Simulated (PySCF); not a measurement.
Compound: C6H17BN2.
Cartesian coordinates in Å at the PBE0-D3(BJ)/def2-SVP level; atoms count from 1:
```
atom  x, y, z in Å
C1    -1.1795   -0.7996   -1.1665
N2    -0.8958   -0.1453    0.1203
C3    -1.5813   -0.8620    1.2000
B4    -1.3910    1.4354    0.0582
C5    -0.1526    2.1016   -0.7608
C6     1.0319    1.1317   -0.5690
C7     0.5703    0.0211    0.3773
C8     1.3921   -1.2584    0.3128
N9     2.7154   -0.9994    0.8416
H10   -0.6919   -0.2471   -1.9780
H11   -0.8327   -1.8440   -1.1712
H12   -2.2624   -0.7707   -1.3365
H13   -1.3379   -0.3839    2.1561
H14   -2.6645   -0.7866    1.0381
H15   -1.2913   -1.9243    1.2263
H16   -2.5019    1.4393   -0.4628
H17   -1.4297    1.7799    1.2375
H18   -0.3590    2.2381   -1.8350
H19    0.0869    3.1011   -0.3686
H20    1.9254    1.6149   -0.1442
H21    1.3557    0.6849   -1.5268
H22    0.6272    0.3982    1.4097
H23    1.3862   -1.6470   -0.7283
H24    0.9218   -2.0340    0.9407
H25    3.2235   -0.3648    0.2289
H26    3.2592   -1.8575    0.8809
```

Probes without a nucleus sit at each ring's centroid and 1 Å off its mean plane on both sides; NICS is minus the shielding there, NICSzz its component along the normal. Level: GIAO PBE0/pcSseg-1 (PySCF, non-relativistic, gas phase) on the PBE0-D3(BJ)/def2-SVP geometry, one conformer.

Ring bond lengths (Å), with Mayer bond orders in brackets: N2–B4 1.658 (0.57), B4–C5 1.627 (0.92), C5–C6 1.543 (1.02), C6–C7 1.530 (1.01), C7–N2 1.498 (0.84).

**Question.** Give the NICS values of each ring in ppm.

**Answer.** 
```csv
ring,type,NICS(0),"NICS(1), two faces","NICS(1)zz, two faces",rms pucker (Å),"centre to ring atoms, mean (Å)"
N2–B4–C5–C6–C7,5-membered ring with B and N; formal bonds all single,-5.8,-2.9 / -4.2,-2.3 / -5.2,0.20,1.31
```

**Question.** What can be read from them?

**Answer.** 
- N2–B4–C5–C6–C7: mean NICS(1)zz -3.8 ppm, shielded. N2, B4, C5, C6, C7 have four or more neighbours, so the value isn't read as a sign of a π ring current.

**Question.** At the second NICS(1) probe listed for ring N2–B4–C5–C6–C7, 1 Å off the ring, what do the in-plane components average?

**Answer.** The isotropic value is a third of the trace: (3 × -4.2 − (-5.2))/2 = -3.7 ppm.

**Question.** Give the inner angles of the rings and the Hirshfeld charges of the ring atoms.

**Answer.** 
- N2–B4–C5–C6–C7: N2 101.1° (+0.042 e), B4 100.5° (-0.036 e), C5 105.3° (-0.153 e), C6 107.5° (-0.073 e), C7 105.7° (+0.028 e); sum 520.1° against 540° for a flat convex ring.

**Question.** How do the values depend on the level or the medium?

**Answer.** 
```tsv
level	NICS(0), N2–B4–C5–C6–C7	mean NICS(1)zz, N2–B4–C5–C6–C7
PBE0/pcSseg-1, gas	-5.8	-3.8
WP04/pcSseg-1, gas	-5.2	-3.1
```

The geometry is the same throughout.
